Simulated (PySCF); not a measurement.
# Electron correlation in Cl⁺ (chlorine, charge +1)

[Ne] 3s2 3p3 3d1, high-spin 5D determinant (an excited configuration). Computed with PySCF 2.14 in dyall-av3z (19s12p3d2f, 84 functions), with the non-relativistic Hamiltonian (point nucleus). Frozen: [Ne]; 6 electrons correlated; the 23 highest virtual orbitals of each spin left out.

```tsv
level	correlation energy (mhartree)
CCSD	-125.83
(T)	-3.42
CCSD(T)	-129.25
```

Diagnostics: T1 = 0.0038, D1 = 0.0079, largest double amplitude 0.048.

The outer electron is Rydberg-like, and this basis confines it to a smaller radius and binds it less than a complete one would.

Cost of the coupled-cluster step: about 9 core-seconds, for 6 correlated electrons.

Iterations:

```
CC2 = 0
CCSD nocc = (np.int64(5), np.int64(1)), nmo = (56, 56)
frozen orbitals [[0, 1, 2, 3, 4, 61, 62, 63, 64, 65, 66, 67, 68, 69, 70, 71, 72, 73, 74, 75, 76, 77, 78, 79, 80, 81, 82, 83], [0, 1, 2, 3, 4, 61, 62, 63, 64, 65, 66, 67, 68, 69, 70, 71, 72, 73, 74, 75, 76, 77, 78, 79, 80, 81, 82, 83]]
max_cycle = 100
direct = 0
conv_tol = 1e-08
conv_tol_normt = 1e-06
diis_space = 8
diis_start_cycle = 0
Init t2, MP2 energy = -0.105488928131367
Init E_corr(UCCSD) = -0.105488928139263
cycle = 1  E_corr(UCCSD) = -0.121505518881442  dE = -0.0160165907  norm(t1,t2) = 0.0370805
cycle = 2  E_corr(UCCSD) = -0.124630263656337  dE = -0.00312474477  norm(t1,t2) = 0.0107115
cycle = 3  E_corr(UCCSD) = -0.125861805976355  dE = -0.00123154232  norm(t1,t2) = 0.00391133
cycle = 4  E_corr(UCCSD) = -0.125832496192888  dE = 2.93097835e-05  norm(t1,t2) = 0.000559793
cycle = 5  E_corr(UCCSD) = -0.125834648231955  dE = -2.15203907e-06  norm(t1,t2) = 0.000111069
cycle = 6  E_corr(UCCSD) = -0.125834491360202  dE = 1.56871753e-07  norm(t1,t2) = 2.69636e-05
cycle = 7  E_corr(UCCSD) = -0.125834745018721  dE = -2.53658519e-07  norm(t1,t2) = 4.60392e-06
cycle = 8  E_corr(UCCSD) = -0.125834642321737  dE = 1.02696984e-07  norm(t1,t2) = 9.54994e-07
cycle = 9  E_corr(UCCSD) = -0.125834657387497  dE = -1.50657601e-08  norm(t1,t2) = 2.60446e-07
cycle = 10  E_corr(UCCSD) = -0.125834658717159  dE = -1.32966152e-09  norm(t1,t2) = 5.83506e-08
UCCSD converged
E(UCCSD) = -458.6850920861784  E_corr = -0.1258346587171587
UCCSD(T) correction = -0.00342493507461454
```
